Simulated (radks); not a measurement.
Spherical jellium clusters: N electrons in a uniform positive sphere of charge N and radius rs N^(1/3), rs = 5.34 bohr. Method: non-relativistic Kohn-Sham, PBEsol, spin-polarised, spherical densities; computed with a radial shooting solver with Libxc functionals. Levels are named by radial order and angular momentum (1s, 1p, 1d, 2s, ...), and open shells are averaged over m. Each electron was tried in the lowest free levels, single moves between levels near the top were tried too, and the lowest total energy was kept; such a search can miss a lower state. The series stops at N = 9: beyond it a trial failed or the search could not be trusted, so later rows were left out. Energies include the self-energy of the background; IP and EA are vertical (highest electron removed, lowest free level filled), at fixed background; spill-out counts the electrons outside the background radius R, and alpha is the static dipole polarisability from linear response (closed shells only). A dash means not computed or, for alpha, an open shell; in EA it means that no bound solution was reached, which is typical of self-interaction and does not show that the anion is unstable. Real open-shell clusters deform, which this model forbids.

N       open shells  2S  E(N+1) + E(N-1) - 2E(N) (eV)  IP (eV)  spill-out (e)
1  1s(up 1, down 0)   1                             -        -           0.28
2              none   0                         0.588    4.132           0.42
3  1p(up 1, down 0)   1                        -0.466    3.260           0.65
4  1p(up 2, down 0)   2                        -0.283    3.607           0.78
5  1p(up 3, down 0)   3                         0.342    3.773           0.88
6  1p(up 3, down 1)   2                        -0.293    3.336           0.99
7  1p(up 3, down 2)   1                        -0.184    3.567           1.09
8              none   0                         0.699    3.693           1.17
9  1d(up 1, down 0)   1                             -    2.944           1.30

All shells are closed at N = 2, 8 (there: 1s2 1p6); the second difference of the energy has clear peaks (12 % above both neighbours; the first and last values, which can be the largest, are not judged, and half-filled shells can peak too) at N = 5.
